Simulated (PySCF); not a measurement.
# Basis-set dependence of population analyses: `B/C=C\C=C`

Compound: C4H7B.
Z-matrix (Å and degrees, PBE0-D3(BJ)/def2-SVP geometry), rows numbered from 1:
```
B 
C   1  1.5358
C   2  1.3625  1  125.59
C   3  1.4487  2  126.92  1     0.09
C   4  1.3426  3  122.44  2  -179.88
H   1  1.2101  2  121.75  3    -0.15
H   1  1.2100  2  120.20  3   179.83
H   2  1.0965  1  119.09  3  -179.89
H   3  1.0994  2  118.71  1  -179.90
H   4  1.0934  3  117.59  2     0.06
H   5  1.0949  4  121.22  3    -0.04
H   5  1.0926  4  121.66  3   179.97
```

PBE0 throughout (PySCF), one geometry, spherical d and f functions. Geometry: PBE0-D3(BJ)/def2-SVP, one conformer, isolated molecule. Atoms taken as equivalent share a column and are averaged. The first 7 of 11 kinds of atom are listed.

Mulliken charges (e):

```json
{"basis": "STO-3G", "functions": "32", "B1": "+0.134", "C2": "-0.183", "C3": "-0.048", "C4": "-0.086", "C5": "-0.147", "H6/H7": "-0.056", "H8": "+0.076"}
{"basis": "6-31G", "functions": "59", "B1": "+0.152", "C2": "-0.299", "C3": "-0.148", "C4": "-0.092", "C5": "-0.365", "H6/H7": "-0.051", "H8": "+0.153"}
{"basis": "pcSseg-0", "functions": "59", "B1": "+0.222", "C2": "-0.582", "C3": "-0.165", "C4": "-0.278", "C5": "-0.392", "H6/H7": "0.000", "H8": "+0.232"}
{"basis": "6-31G*", "functions": "84", "B1": "+0.035", "C2": "-0.248", "C3": "-0.142", "C4": "-0.089", "C5": "-0.398", "H6/H7": "-0.025", "H8": "+0.162"}
{"basis": "cc-pVDZ", "functions": "105", "B1": "+0.005", "C2": "-0.011", "C3": "-0.010", "C4": "-0.074", "C5": "-0.003", "H6/H7": "-0.035", "H8": "+0.014"}
{"basis": "def2-SVP", "functions": "105", "B1": "+0.011", "C2": "-0.070", "C3": "-0.009", "C4": "-0.048", "C5": "-0.059", "H6/H7": "-0.033", "H8": "+0.040"}
{"basis": "6-311+G(2d,p)", "functions": "177", "B1": "-0.041", "C2": "-0.246", "C3": "-0.013", "C4": "+0.162", "C5": "-0.423", "H6/H7": "-0.016", "H8": "+0.111"}
{"basis": "aug-cc-pVDZ", "functions": "178", "B1": "-1.175", "C2": "+0.141", "C3": "+0.951", "C4": "+1.440", "C5": "+0.432", "H6/H7": "+0.557", "H8": "-0.450"}
{"basis": "def2-TZVP", "functions": "197", "B1": "-0.035", "C2": "-0.213", "C3": "-0.048", "C4": "-0.077", "C5": "-0.253", "H6/H7": "-0.001", "H8": "+0.114"}
{"basis": "IGLO-III", "functions": "245", "B1": "+0.191", "C2": "-0.299", "C3": "-0.003", "C4": "-0.055", "C5": "-0.217", "H6/H7": "-0.069", "H8": "+0.110"}
{"basis": "cc-pVTZ", "functions": "248", "B1": "-0.044", "C2": "-0.215", "C3": "-0.019", "C4": "-0.075", "C5": "-0.249", "H6/H7": "-0.003", "H8": "+0.114"}
```

IAO charges (e):

```
        basis  functions      B1      C2      C3      C4      C5   H6/H7      H8
       STO-3G         32  +0.052  -0.270  -0.082  -0.147  -0.232  -0.007  +0.134
        6-31G         59  -0.009  -0.285  -0.061  -0.138  -0.282  +0.003  +0.149
     pcSseg-0         59  -0.017  -0.276  -0.060  -0.140  -0.266  +0.003  +0.147
       6-31G*         84  +0.009  -0.288  -0.052  -0.134  -0.270  -0.004  +0.144
      cc-pVDZ        105  -0.010  -0.285  -0.052  -0.135  -0.274  +0.002  +0.146
     def2-SVP        105  -0.002  -0.281  -0.049  -0.133  -0.265  -0.002  +0.143
6-311+G(2d,p)        177  -0.006  -0.293  -0.054  -0.138  -0.285  +0.002  +0.150
  aug-cc-pVDZ        178  -0.008  -0.292  -0.054  -0.138  -0.285  +0.002  +0.150
    def2-TZVP        197  -0.006  -0.293  -0.053  -0.138  -0.285  +0.002  +0.150
     IGLO-III        245  -0.007  -0.294  -0.055  -0.139  -0.286  +0.002  +0.151
      cc-pVTZ        248  -0.007  -0.293  -0.053  -0.138  -0.285  +0.002  +0.150
```

Hirshfeld charges (e):

| basis | functions | B1 | C2 | C3 | C4 | C5 | H6/H7 | H8 |
| --- | --- | --- | --- | --- | --- | --- | --- | --- |
| STO-3G | 32 | +0.136 | -0.090 | +0.020 | -0.020 | -0.035 | -0.077 | +0.018 |
| 6-31G | 59 | +0.108 | -0.118 | +0.005 | -0.036 | -0.072 | -0.065 | +0.039 |
| pcSseg-0 | 59 | +0.111 | -0.117 | +0.010 | -0.032 | -0.066 | -0.067 | +0.036 |
| 6-31G* | 84 | +0.109 | -0.119 | +0.004 | -0.038 | -0.071 | -0.066 | +0.040 |
| cc-pVDZ | 105 | +0.110 | -0.121 | +0.006 | -0.036 | -0.070 | -0.066 | +0.040 |
| def2-SVP | 105 | +0.112 | -0.123 | +0.006 | -0.036 | -0.071 | -0.066 | +0.040 |
| 6-311+G(2d,p) | 177 | +0.120 | -0.130 | -0.005 | -0.045 | -0.073 | -0.064 | +0.042 |
| aug-cc-pVDZ | 178 | +0.117 | -0.130 | -0.005 | -0.045 | -0.077 | -0.062 | +0.042 |
| def2-TZVP | 197 | +0.116 | -0.128 | -0.003 | -0.043 | -0.075 | -0.063 | +0.042 |
| IGLO-III | 245 | +0.116 | -0.129 | -0.004 | -0.043 | -0.076 | -0.062 | +0.041 |
| cc-pVTZ | 248 | +0.114 | -0.127 | 0.000 | -0.041 | -0.075 | -0.064 | +0.041 |

Some averages cover members that differ in this geometry, most widely: H6/H7, Mulliken in aug-cc-pVDZ +0.459 to +0.656; H6/H7, Mulliken in 6-311+G(2d,p) -0.031 to -0.002; H6/H7, Mulliken in pcSseg-0 -0.013 to +0.013 e.

Task: Which scheme is steadiest as the basis changes?

Result: Largest range over the bases for any column: Hirshfeld 0.04 e, IAO 0.07 e, Mulliken 1.72 e. Hirshfeld charges move least and Mulliken charges most, counted in e. Without the minimal STO-3G basis the ranges are Hirshfeld 0.02, IAO 0.03, Mulliken 1.72 e.

Task: How much do the charges still move between the two largest bases, IGLO-III and cc-pVTZ?

Result: At most, over all atoms: Mulliken 0.236 e, IAO 0.002 e, Hirshfeld 0.004 e.

Task: What do the same runs give for the total energy, the frontier levels and the dipole moment?

Result: 
```
        basis  energy (Eh)  HOMO (eV)  LUMO (eV)  μ (D)
       STO-3G    -178.9945      -5.40       0.18   1.81
        6-31G    -181.1490      -7.05      -2.08   2.01
     pcSseg-0    -180.7966      -7.37      -2.39   2.07
       6-31G*    -181.1843      -7.01      -2.05   1.99
      cc-pVDZ    -181.1992      -7.17      -2.26   1.97
     def2-SVP    -181.0582      -7.24      -2.31   1.97
6-311+G(2d,p)    -181.2376      -7.27      -2.39   1.93
  aug-cc-pVDZ    -181.2074      -7.26      -2.39   1.92
    def2-TZVP    -181.2511      -7.27      -2.37   1.93
     IGLO-III    -181.2568      -7.27      -2.39   1.92
      cc-pVTZ    -181.2484      -7.25      -2.35   1.95
```

The dipole is fixed by the density alone, so its range of 0.26 D shows that the density itself changes with the basis, not only its division among atoms.
